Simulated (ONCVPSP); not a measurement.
# Plane-wave convergence, ONCV potential for nitrogen

nitrogen, optimised norm-conserving Vanderbilt (ONCV), made with ONCVPSP 4.0.1 (PBEsol, non-relativistic). Core [He], reference 2s2 2p2 (charge +1). Waves: 2s: rc 1.16 bohr, ncon 3, nbas 8, qcut 4.9 1/bohr, 1 projector; 2p: rc 1.40 bohr, ncon 4, nbas 8, qcut 11.8 1/bohr, 2 projectors, debl 2 Ha; d scattering state at 0.24 Ha: rc 1.25 bohr, ncon 5, nbas 8, qcut 8 1/bohr, 2 projectors, debl 2 Ha. Local part: polynomial inside 0.95 bohr (lpopt 5, dvloc0 0 Ha). Core correction: Teter function, fcfact 4.5, rcfact 1.1.

**Question.** For each optimised wave give the share of its norm inside rc, the residual kinetic energy above qcut (Ha) and the cutoffs (Ha) for errors of 10, 1, 0.1 and 0.01 mHa per electron.

**Answer.**

```csv
wave,norm inside rc,residual KE,10 mHa,1 mHa,0.1 mHa,0.01 mHa
2s,0.499,4.2e-03,7.9,52.9,152.6,not reached
2p,0.647,3.3e-09,26.6,36.9,45.5,52.5
p projector 2,0.081,1.2e-08,24.8,36.3,46.0,53.9
d projector 1,0.028,1.1e-05,5.2,12.6,22.4,32.4
d projector 2,0.130,1.7e-04,14.3,24.5,34.1,62.5
```

The occupied waves need 53 Ha and 153 Ha for 1 and 0.1 mHa. Its largest configuration-test error is +430 meV.
